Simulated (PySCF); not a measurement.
A PySCF script (with the pyscf-properties extension) for the NMR shieldings of `CPCP(C)CP`, C4H13P3, on a GFN2-xTB geometry:

```python
import basis_set_exchange as bse
import numpy as np
from pyscf import gto, dft
from pyscf.prop import nmr

atoms = """
C     2.804430   -1.244695   -0.397769
P     1.556516   -0.170426    0.439251
C     0.487210    0.144405   -1.059433
P    -1.154290    0.958011   -0.756693
C    -0.637057    2.267102    0.440859
C    -1.838102   -0.255747    0.475355
P    -2.187736   -1.853569   -0.411355
H     3.095709   -0.839409   -1.365786
H     2.377542   -2.238307   -0.531700
H     3.679981   -1.327734    0.243652
H     2.300564    1.012610    0.323729
H     0.266776   -0.829136   -1.514122
H     1.034985    0.741289   -1.795703
H    -0.049439    3.016702   -0.087192
H    -0.044528    1.837885    1.249834
H    -1.525214    2.748060    0.848345
H    -2.758975    0.154961    0.898570
H    -1.112497   -0.436474    1.275692
H    -3.098650   -2.339367    0.525698
H    -3.202373   -1.335481   -1.213965
"""
names = dict.fromkeys(["C", "P", "H"], "pcSseg-1")
basis = {el: gto.basis.parse(bse.get_basis(n, elements=[el], fmt="nwchem")) for el, n in names.items()}
mol = gto.M(atom=atoms, basis=basis, charge=0, verbose=0)
mf = dft.RKS(mol, xc="PBE0")
mf.grids.level = 2
mf.grids.alignment = dft.numint.BLKSIZE   # the property module wants whole blocks of grid points
mf.conv_tol = 1e-9
mf.kernel()

calc = nmr.RKS(mf)   # GIAO
C = mf.mo_coeff
Co = C[:, mf.mo_occ > 0]
resp = mf.gen_response(singlet=True, hermi=2)
def vind(x):   # induced exchange potential for any number of trial vectors
    d = np.einsum("pi,xij,qj->xpq", C, 2 * x.reshape(-1, C.shape[1], Co.shape[1]), Co, optimize=True)
    return np.einsum("xpq,pi,qj->xij", resp(d - d.transpose(0, 2, 1)), C, Co, optimize=True).ravel()
mo1, _ = nmr.rhf.solve_mo1(calc, with_cphf=vind)
sigma = calc.kernel(mo1)
for i, s in enumerate(sigma):   # ppm
    w = np.linalg.eigvalsh((s + s.T) / 2)
    print("%2d %-2s iso %8.1f  s11 %8.1f  s22 %8.1f  s33 %8.1f" % (i, mol.atom_pure_symbol(i), w.mean(), *w))
```

Question: Give the expected output.

Answer: 
```
 0 C  iso    178.3  s11    167.6  s22    178.5  s33    188.8
 1 P  iso    455.9  s11    416.3  s22    442.7  s33    508.8
 2 C  iso    163.4  s11    140.3  s22    162.6  s33    187.4
 3 P  iso    370.0  s11    342.9  s22    365.1  s33    402.0
 4 C  iso    171.2  s11    162.1  s22    167.6  s33    183.8
 5 C  iso    172.5  s11    158.1  s22    173.2  s33    186.2
 6 P  iso    510.6  s11    437.5  s22    509.2  s33    585.0
 7 H  iso     30.3  s11     25.0  s22     28.7  s33     37.1
 8 H  iso     30.7  s11     25.9  s22     29.1  s33     37.2
 9 H  iso     30.5  s11     25.2  s22     27.1  s33     39.2
10 H  iso     28.7  s11     22.8  s22     28.4  s33     34.8
11 H  iso     30.0  s11     24.5  s22     30.8  s33     34.7
12 H  iso     29.5  s11     23.8  s22     28.6  s33     36.0
13 H  iso     30.7  s11     26.2  s22     27.5  s33     38.5
14 H  iso     30.3  s11     24.9  s22     31.4  s33     34.5
15 H  iso     30.7  s11     26.1  s22     27.8  s33     38.3
16 H  iso     29.8  s11     22.8  s22     29.7  s33     37.1
17 H  iso     29.6  s11     25.2  s22     29.1  s33     34.4
18 H  iso     28.7  s11     23.2  s22     26.0  s33     36.8
19 H  iso     29.1  s11     23.8  s22     27.4  s33     36.2
```

These numbers come from an equivalent density-fitted implementation of the same equations, which agrees with the script to about 0.01 ppm for H and up to a few tenths of a ppm for heavy atoms, so last digits may differ.

Size and cost of the density-fitted run: 205 basis functions, 48 s wall time on 1 thread of an Intel Xeon Platinum 8259CL, shared host; peak memory 0.92 GiB.
